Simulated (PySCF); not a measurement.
# Zinc: a sound run and one with changed settings

Sound run: Zn [Ar] 3d10 4s2, Zn⁺ [Ar] 3d10 4s1. Calculation: PySCF 2.14, in cc-pVTZ-DK (7s6p4d2f1g, 68 functions); scalar relativity by spin-free X2C-1e. In the sound run the correlated levels freeze [Ar]. The sound run starts from symmetry-adapted Hartree-Fock orbitals and uses a fine grid where one is needed.

Changed run: no relativity, point nucleus. This setting is unsound on purpose.

| species | method | sound run (hartree) | changed run (hartree) | converged |
| --- | --- | --- | --- | --- |
| Zn | UHF | -1794.26639 | -1768.68438 | yes |
| Zn | MN15 | -1797.13768 | -1771.60675 | yes |
| Zn | B3LYP | -1795.98238 | -1770.40605 | yes |
| Zn | MP2 | -1794.78194 | -1769.19192 | yes |
| Zn⁺ | UHF | -1793.98058 | -1768.40715 | yes |
| Zn⁺ | MN15 | -1796.79080 | -1771.27087 | yes |
| Zn⁺ | B3LYP | -1795.62965 | -1770.06466 | yes |
| Zn⁺ | MP2 | -1794.45007 | -1768.87084 | yes |

Ionisation energy of Zn:

```json
{"method": "UHF", "sound run (eV)": "7.777", "changed run (eV)": "7.544"}
{"method": "MN15", "sound run (eV)": "9.439", "changed run (eV)": "9.140"}
{"method": "B3LYP", "sound run (eV)": "9.598", "changed run (eV)": "9.290"}
{"method": "MP2", "sound run (eV)": "9.031", "changed run (eV)": "8.737"}
{"method": "SCS-MP2", "sound run (eV)": "9.045", "changed run (eV)": "8.761"}
```

Most of the change in total energy is the relativistic energy itself. On top of that the contraction fixes the core shape for the Hamiltonian it was made with, so the changed run is not a good calculation with the other Hamiltonian either.

For comparison, NIST gives 9.394 eV between the lowest levels.
